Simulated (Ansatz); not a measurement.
System: C2H8Cl2OSi2, net charge 0, singlet state. SMILES: C[SiH](C)O[SiH](Cl)Cl
Coordinates optimised at B3LYP-D3(BJ)/def2-TZVP (Ansatz, a quantum-chemistry and plane-wave program):
```xyz
15

C     -2.1678    -1.0660     0.5123
Si    -1.7940     0.1966    -0.8062
C     -2.3525     1.9050    -0.3191
O     -0.1482     0.2394    -1.0748
Si     1.2743     0.0695    -0.3539
Cl     1.6425    -1.9095     0.0538
Cl     1.2859     1.0944     1.4321
H     -1.7025    -0.7880     1.4607
H     -1.7960    -2.0525     0.2308
H     -3.2452    -1.1438     0.6764
H     -2.3973    -0.2009    -2.0986
H     -1.8796     2.2129     0.6159
H     -3.4356     1.9331    -0.1772
H     -2.0945     2.6365    -1.0871
H      2.3496     0.5846    -1.2011
```
Charge 0, spin multiplicity 1.

Parts of the frozen-core correlation energy in aug-cc-pV(D+d)Z (Ansatz, hartree). Frozen orbitals: 23; correlated occupied orbitals by spin: 22 and 22; virtual: 224 and 224. Spin-orbit coupling is left out. Non-relativistic.

| term | value |
|---|---|
| reference (HF) | -1652.40350 |
| MP2 opposite-spin | -0.75226 |
| MP2 same-spin | ? |
| CCSD correlation | ? |
| (T) | ? |
| T1 diagnostic | 0.011 |
| largest doubles amplitude | 0.010 |

### Question
Complete the blanks.

### Answer

- MP2 same-spin, value: -0.24808
- CCSD correlation, value: -1.08006
- (T), value: -0.03443
